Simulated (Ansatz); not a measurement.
CH5AsO⁺, that is AsH2(OMe) with one electron fewer. Total charge 1; doublet. Geometry B3LYP-D4/def2-TZVP; atoms count from 1.

```xyz
8

As    1.5424   -0.5623   -0.1170
H     2.4681    0.1121   -1.1053
H     1.7279    0.1080    1.2362
O     0.0155    0.0049   -0.7110
C    -1.2119    0.0649    0.0589
H    -1.8075   -0.8118   -0.1961
H    -1.7192    0.9630   -0.2940
H    -1.0154    0.1213    1.1283
```

Question: Estimate the Mulliken populations from the PBE0/def2-TZVP orbitals of Ansatz.

Answer: 
```json
{"atom": "As1", "charge (e)": "0.47", "spin (α − β)": "0.51"}
{"atom": "H2", "charge (e)": "0.21", "spin (α − β)": "0.07"}
{"atom": "H3", "charge (e)": "0.19", "spin (α − β)": "0.08"}
{"atom": "O4", "charge (e)": "-0.22", "spin (α − β)": "0.31"}
{"atom": "C5", "charge (e)": "-0.21", "spin (α − β)": "0.00"}
{"atom": "H6", "charge (e)": "0.20", "spin (α − β)": "0.02"}
{"atom": "H7", "charge (e)": "0.20", "spin (α − β)": "0.02"}
{"atom": "H8", "charge (e)": "0.16", "spin (α − β)": "0.00"}
```
Mulliken values and Mayer orders depend strongly on the basis.

Question: Where does the spin sit?

Answer: Summed by element: As 0.51, H 0.18, O 0.31, C 0.00, of 1 unpaired in all. Largest on single atoms: As1 0.51, O4 0.31, H3 0.08.

Question: And the Mayer bond orders between bonded heavy atoms (over 0.3)?

Answer: As1–O4 1.28 (1.73 Å); O4–C5 0.86 (1.45 Å).
